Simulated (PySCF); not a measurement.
C₃H₇BFN, SMILES C=C(C)B(F)N.

Coordinates come from a PBE-D3(BJ)/def2-SVP optimisation. The structure was generated by enumeration, and PubChem lists no compound with its InChIKey, so it may never have been made. One conformer was computed; it need not be the lowest.

Level of theory: PBE-D3(BJ)/def2-SVP (PySCF).

No scaling factor is applied to the harmonic values.

| mode | ν (cm⁻¹) | IR (km/mol) | moving atoms (share of kinetic energy) |
|---|---|---|---|
| 1 | 67 | 2.4 | C 35 %, F 24 %, H 21 %, N 20 % |
| 2 | 180 | 1.1 | H 97 % |
| 3 | 192 | 1.7 | C 37 %, H 25 %, N 19 %, F 16 % |
| 4 | 290 | 5.6 | C 46 %, H 31 %, B 17 % |
| 5 | 324 | 0.5 | C 36 %, H 27 %, F 25 %, N 12 % |
| 6 | 397 | 1.7 | H 31 %, C 31 %, F 23 %, B 9 % |
| 7 | 441 | 143.8 | H 80 %, N 19 % |
| 8 | 456 | 5.7 | C 31 %, H 24 %, F 19 %, N 17 %, B 9 % |
| 9 | 569 | 0.5 | H 89 %, C 10 % |
| 10 | 619 | 29.2 | H 44 %, B 39 %, C 9 % |
| 11 | 675 | 3.7 | C 36 %, H 25 %, N 21 %, F 11 % |
| 12 | 730 | 5.1 | H 65 %, B 27 % |
| 13 | 852 | 5.6 | H 54 %, N 25 %, F 20 % |
| 14 | 928 | 27.3 | H 73 %, C 27 % |
| 15 | 934 | 2.8 | C 49 %, H 48 % |
| 16 | 970 | 4.3 | H 74 %, C 26 % |
| 17 | 1010 | 0.3 | H 65 %, C 35 % |
| 18 | 1152 | 67.5 | C 35 %, H 31 %, B 23 % |
| 19 | 1320 | 45.4 | H 70 %, C 15 %, B 13 % |
| 20 | 1351 | 68.7 | C 33 %, B 32 %, H 31 % |
| 21 | 1360 | 59.7 | H 41 %, B 40 %, C 12 % |
| 22 | 1374 | 57.8 | H 64 %, B 18 %, C 15 % |
| 23 | 1402 | 7.4 | H 96 % |
| 24 | 1417 | 36.4 | H 92 % |
| 25 | 1543 | 209.8 | H 61 %, N 23 %, B 14 % |
| 26 | 1648 | 21.0 | C 87 %, H 10 % |
| 27 | 2947 | 24.2 | H 97 % |
| 28 | 3015 | 14.6 | H 91 %, C 9 % |
| 29 | 3050 | 16.1 | H 94 % |
| 30 | 3052 | 14.9 | H 91 %, C 9 % |
| 31 | 3154 | 6.9 | H 90 %, C 10 % |
| 32 | 3529 | 42.8 | H 96 % |
| 33 | 3638 | 30.4 | H 91 %, N 9 % |
